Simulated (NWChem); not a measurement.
# C$_{2}$H$_{2}$Br$_{2}$; SMILES BrC(=C)Br

```xyz
6

C      0.0000     0.0000    -2.0474
C      0.0000     0.0000    -0.7051
Br    -1.5999     0.0000     0.3130
Br     1.5999     0.0000     0.3130
H      0.9478     0.0000    -2.6047
H     -0.9478     0.0000    -2.6047
```
Atoms are numbered in this order, from 1.

Program: NWChem. Geometry: optimised at PBE-D3(BJ)/def2-SVP. Vzz is the largest principal value of the second derivative of the potential at the nucleus (NWChem prints the opposite sign); η is the asymmetry. Non-relativistic.

For level PBE/def2-TZVP:

- Vzz Br4 (a.u.) = 7.538

Q: Estimate the same quantities for level CAM-B3LYP/def2-SVP.

A: 
| Property | Result |
|---|---|
| Vzz Br4 (a.u.) | 7.771 |
